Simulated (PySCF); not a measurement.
This PySCF input asks for the NMR shieldings of SMILES [C@@H]1(F)[C@H](C#C)BC[C@H]1F, C6H7BF2; the geometry comes from GFN2-xTB.

```python
import basis_set_exchange as bse
import numpy as np
from pyscf import gto, dft
from pyscf.prop import nmr

atoms = """
C     2.781259   -0.197308    0.251035
C     1.702397    0.003337    0.731028
C     0.374544    0.242007    1.283308
B    -0.281348   -1.171878    1.019561
C    -1.149827   -1.025736   -0.281530
C    -0.881346    0.387737   -0.812053
F    -2.022749    0.934000   -1.363091
C    -0.406541    1.217493    0.387535
F     0.357478    2.290211   -0.011259
H     3.742494   -0.340798   -0.144111
H     0.487742    0.626587    2.297952
H    -0.107472   -2.136354    1.646743
H    -2.209911   -1.082363   -0.012920
H    -1.004453   -1.779388   -1.054997
H    -0.119596    0.405178   -1.599552
H    -1.270269    1.636220    0.918423
"""
names = dict.fromkeys(["C", "B", "F", "H"], "pcSseg-1")
basis = {el: gto.basis.parse(bse.get_basis(n, elements=[el], fmt="nwchem")) for el, n in names.items()}
mol = gto.M(atom=atoms, basis=basis, charge=0, verbose=0)
mf = dft.RKS(mol, xc="PBE0")
mf.grids.level = 2
mf.grids.alignment = dft.numint.BLKSIZE   # the property module wants whole blocks of grid points
mf.conv_tol = 1e-9
mf.kernel()

calc = nmr.RKS(mf)   # GIAO
C = mf.mo_coeff
Co = C[:, mf.mo_occ > 0]
resp = mf.gen_response(singlet=True, hermi=2)
def vind(x):   # induced exchange potential for any number of trial vectors
    d = np.einsum("pi,xij,qj->xpq", C, 2 * x.reshape(-1, C.shape[1], Co.shape[1]), Co, optimize=True)
    return np.einsum("xpq,pi,qj->xij", resp(d - d.transpose(0, 2, 1)), C, Co, optimize=True).ravel()
mo1, _ = nmr.rhf.solve_mo1(calc, with_cphf=vind)
sigma = calc.kernel(mo1)
for i, s in enumerate(sigma):   # ppm
    w = np.linalg.eigvalsh((s + s.T) / 2)
    print("%2d %-2s iso %8.1f  s11 %8.1f  s22 %8.1f  s33 %8.1f" % (i, mol.atom_pure_symbol(i), w.mean(), *w))
```

Problem. Give the expected output.

Solution. 
```
 0 C  iso    100.0  s11     20.5  s22     29.5  s33    250.1
 1 C  iso    111.1  s11      9.0  s22     32.7  s33    291.8
 2 C  iso    149.2  s11    131.9  s22    153.2  s33    162.4
 3 B  iso     24.0  s11    -43.4  s22     -2.5  s33    118.0
 4 C  iso    150.2  s11    126.7  s22    157.6  s33    166.2
 5 C  iso     84.4  s11     46.5  s22     78.5  s33    128.3
 6 F  iso    381.2  s11    356.7  s22    387.4  s33    399.6
 7 C  iso     81.9  s11     44.9  s22     76.5  s33    124.2
 8 F  iso    391.4  s11    379.1  s22    389.6  s33    405.6
 9 H  iso     30.0  s11     24.7  s22     24.8  s33     40.5
10 H  iso     28.2  s11     23.3  s22     27.5  s33     33.9
11 H  iso     24.6  s11     20.8  s22     25.5  s33     27.3
12 H  iso     30.3  s11     25.7  s22     29.4  s33     35.7
13 H  iso     29.0  s11     25.6  s22     27.4  s33     34.0
14 H  iso     26.0  s11     23.7  s22     25.7  s33     28.5
15 H  iso     26.3  s11     24.4  s22     26.4  s33     28.1
```

These numbers come from an equivalent density-fitted implementation of the same equations, which agrees with the script to about 0.01 ppm for H and up to a few tenths of a ppm for heavy atoms, so last digits may differ.

Size and cost of the density-fitted run: 188 basis functions, 48 s wall time on 1 thread of an Arm Neoverse V1, shared host; peak memory 0.84 GiB.
